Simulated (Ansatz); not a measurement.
C3H8N (SMILES C[C](C)N) moved off its minimum; all values from Ansatz (a first-principles code), cores frozen in correlated methods. Open shells are unrestricted.
(charge 0, multiplicity 2)
```xyz
12

C     -1.27933    -0.81196     0.08401
C      0.10076    -0.15595     0.22345
C      1.46973    -0.52926    -0.05508
N     -0.14304     1.39815    -0.06167
H     -0.91676    -1.89028     0.61457
H     -1.52024    -0.98515    -0.97646
H     -1.84751    -0.46038     0.75755
H      1.44700    -1.61996     0.21944
H      2.15344     0.04385     0.17874
H      1.48843    -0.67715    -1.23549
H      0.55293     1.99299    -0.60574
H     -1.07512     1.60247    -0.32657
```

Forces at HF/def2-TZVPP (eV/Å):

```csv
atom,Fx,Fy,Fz
C1,9.157,-7.142,-2.577
C2,-2.908,7.250,-0.668
C3,-7.898,-9.434,-6.194
N4,2.338,-1.439,-0.008
H5,-1.852,2.246,-1.899
H6,-0.661,0.306,0.986
H7,-4.922,3.040,3.877
H8,1.475,1.274,0.411
H9,6.579,5.250,2.997
H10,0.472,0.613,1.983
H11,-1.695,-2.023,1.306
H12,-0.086,0.059,-0.214
```

Question: Give the forces (eV/Å), the total energy and the dipole at CCSD(T)/aug-cc-pVDZ.

Answer: 
| atom | Fx | Fy | Fz |
|---|---|---|---|
| C1 | 8.938 | -6.737 | -3.135 |
| C2 | -2.779 | 6.581 | -0.414 |
| C3 | -8.046 | -9.191 | -5.772 |
| N4 | 2.659 | -1.881 | 0.635 |
| H5 | -1.504 | 1.799 | -1.562 |
| H6 | -0.735 | 0.131 | 0.156 |
| H7 | -5.549 | 3.365 | 4.831 |
| H8 | 1.268 | 0.550 | 0.479 |
| H9 | 7.517 | 6.024 | 3.190 |
| H10 | 0.418 | 0.459 | 1.284 |
| H11 | -0.949 | -1.365 | 0.784 |
| H12 | -1.239 | 0.266 | -0.476 |
Energy -173.2672 hartree, dipole 1.13 D.
